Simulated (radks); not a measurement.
The numbers below are computed, except where a source is named.
Trend from Mg3+ to Ar3+: ionisation energy by Delta-SCF between NIST ground configurations, and size. Code: a radial shooting solver on a logarithmic mesh with Libxc functionals. Model: non-relativistic Kohn-Sham, PBEsol, spin-polarised, spherical densities, point nucleus; open shells are filled with parallel spins first.

| species | configuration | configuration of the ion | IE (eV) | NIST (eV) | kind | -e(HOMO) (eV) | outermost | <r> outermost (bohr) |
|---|---|---|---|---|---|---|---|---|
| Mg3+ | [He] 2s2 2p5 | [He] 2s2 2p4 | 109.49 | 109.27 | semi-emp. | 94.534 (2p) | 2s | 0.676 |
| Al3+ | [Ne] | [He] 2s2 2p5 | 120.15 | 119.99 | exp. | 103.97 (2p) | 2s | 0.626 |
| Si3+ | [Ne] 3s1 | [Ne] | 45.317 | 45.142 | exp. | 40.265 (3s) | 3s | 1.84 |
| P3+ | [Ne] 3s2 | [Ne] 3s1 | 51.074 | 51.444 | exp. | 45.444 (3s) | 3s | 1.67 |
| S3+ | [Ne] 3s2 3p1 | [Ne] 3s2 | 47.167 | 47.22 | semi-emp. | 40.946 (3p) | 3p | 1.66 |
| Cl3+ | [Ne] 3s2 3p2 | [Ne] 3s2 3p1 | 53.233 | 53.2 | semi-emp. | 46.273 (3p) | 3p | 1.51 |
| Ar3+ | [Ne] 3s2 3p3 | [Ne] 3s2 3p2 | 59.104 | 59.6 | semi-emp. | 51.513 (3p) | 3p | 1.39 |

Reference values: NIST Atomic Spectra Database (exp. = measured, semi-emp. = semi-empirical, theory = theoretical value adopted there). Open shells are spherical and high-spin; term and fine-structure splittings are not resolved.
